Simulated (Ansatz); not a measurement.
Calculated with Ansatz (gas phase, PBE0-D4/def2-TZVP geometries, no zero-point term in ΔE). CBS: MP2 limit from def2 TZ/QZ plus the TZ coupled-cluster correction, frozen cores. For Ge outer-core shells are correlated without core-valence functions, which leaves a few kJ/mol of doubt a bond. Scalar relativity is left out up to krypton. Each species was taken in one conformer, which may not be the lowest.

Reaction (formal exchange of groups at a C–Ge bond): `N#[C][GeH3]` + `CO[SiH](F)OC` → `CO[Si](F)(C#N)OC` + GeH₄

```
           species  CCSD(T)/CBS(def2) energy (Eh)
     `N#[C][GeH3]`                    -2170.64236
    `CO[SiH](F)OC`                     -619.68289
`CO[Si](F)(C#N)OC`                     -711.83729
              GeH₄                    -2078.49493
```

(1) Work out ΔE.

Largest T1 diagnostic among the species: 0.013.

Answers

(1) ΔE = (-711.83729) + (-2078.49493) − (-2170.64236) − (-619.68289) = -0.00697 Eh = -4.4 kcal/mol.

The D4 term adds −1.2 kcal/mol with B3LYP and −0.8 kcal/mol with PBE0; it sums over pairs of atoms, weighted by their polarisabilities, and B3LYP, whose exchange is more repulsive, gets the larger term.

B3LYP here is the variant with VWN-RPA as its local correlation; programs differ in this.
